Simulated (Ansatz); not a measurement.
Reactions of CH$_{6}$GeS, SMILES `S[CH2][GeH3]`.

Program: Ansatz. Geometries: PBE0-D4/def2-TZVP. ΔE: electronic, gas phase. CCSD(T)/CBS is the MP2 limit (def2-TZVPP, def2-QZVPP) plus CCSD(T) − MP2 in def2-TZVPP, frozen cores. This one scheme is used for every species, atoms too. Open shells (•) are unrestricted, without spin–orbit coupling. Spin–orbit coupling would lower the free atoms: a little for C, S; clearly for Ge. Bonds to Ge are less sure, by a few kJ/mol each and by 10 to 20 or more in all where they break to atoms, as the def2 sets lack core-valence functions. Scalar relativity is left out up to krypton. One conformer a species, not always the lowest.

**Question.** Order these by ΔE at CCSD(T)/CBS, lowest first. (Best estimate.)
A. `S[CH2][GeH3]` + `NC#CO` → `NC#C[O][GeH3]` + CH₃SH
B. `S[CH2][GeH3]` + `CC[SiH3]` → `C[CH]([SiH3])[GeH3]` + CH₃SH
C. `S[CH2][GeH3]` + H₂ → `[CH3][GeH3]` + H₂S
D. `S[CH2][GeH3]` → C• + Ge• + 6 H• + S•
E. `S[CH2][GeH3]` + `C=N` → `C=NCS` + GeH₄

**Answer.** C (-77.7 kJ/mol), A (-45.4 kJ/mol), B (-6.4 kJ/mol), E (+36.1 kJ/mol), D (+2744.3 kJ/mol).

Largest T1 diagnostic: 0.013, for `NC#C[O][GeH3]`.
